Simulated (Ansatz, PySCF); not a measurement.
H₃Cl₃OSi₂ (SMILES [SiH3]O[Si](Cl)(Cl)Cl), singlet, at a GFN2-xTB geometry. Base run: CASSCF(2,2)/STO-3G in PySCF.

The PySCF input:
```python
from pyscf import gto, scf, mcscf
import numpy

mol = gto.Mole()
mol.atom = '''
    Si   -2.716933    0.299223   -0.613722
    O    -1.113993    0.328040   -0.271879
    Si    0.405388   -0.019343    0.089078
    Cl    1.130772   -1.235150   -1.329550
    Cl    1.400533    1.716629    0.131950
    Cl    0.440665   -0.918805    1.879776
    H    -3.360064   -0.290290    0.556186
    H    -2.850932   -0.523676   -1.811515
    H    -3.038933    1.705864   -0.821616
'''
mol.basis = 'sto-3g'
mol.charge = 0
mol.spin = 0
mol.verbose = 4
mol.build()

mf = scf.RHF(mol)
mf.kernel()
mc = mcscf.CASSCF(mf, 2, 2)
mc.fix_spin_(ss=0.0)
mc.kernel()
occ = numpy.linalg.eigvalsh(mc.fcisolver.make_rdm1(mc.ci, mc.ncas, mc.nelecas))[::-1]
ss = mc.fcisolver.spin_square(mc.ci, mc.ncas, mc.nelecas)[0]
print('natural occupations', occ.round(4), ' <S^2>', round(ss, 4))
```

Programs used: Ansatz (a quantum-chemistry and plane-wave program), PySCF; a row that names a program was run with it.

Each row names what was changed in the base input (with any setting that the change needs).

| change | ΔE vs base (kcal/mol) | natural occupations | <S^2> of the state | outcome |
|---|---|---|---|---|
| base | 0.000 | 1.99 0.01 | 0.00 | converged |
| start = MP2 natural orbitals | -2.11 | 1.99 0.01 | 0.00 | converged |
| orbitals = fixed (CASCI); correction = SC-NEVPT2 | -72.7 | 2.00 0.00 | 0.00 | converged |
| orbitals = fixed (CASCI) | 4.80 | 2.00 0.00 | 0.00 | converged |
| state_average = 2 states | 16.80 | - | - | converged |
| code = ansatz; correction = SC-NEVPT2, all electrons | -74.4 | - | - | converged |
| code = ansatz | -2.10 | - | - | converged |
| conv_tol = 1e-5 | 0.000 | 1.99 0.01 | 0.00 | converged |
| active space = 4 electrons, 4 orbitals | -7.07 | 1.99 1.99 0.02 0.01 | 0.00 | converged |
| solver = newton | -0.045 | 1.99 0.01 | 0.00 | converged |
| active space = 6 electrons, 7 orbitals | - | - | - | not converged |

Active orbitals are taken around the Fermi level unless the row says otherwise; CASSCF can end in different local minima, and two programs can end on different orbitals. State-averaged rows give the lowest state.

Ansatz warned in this series: other orbitals give a lower active-space energy.
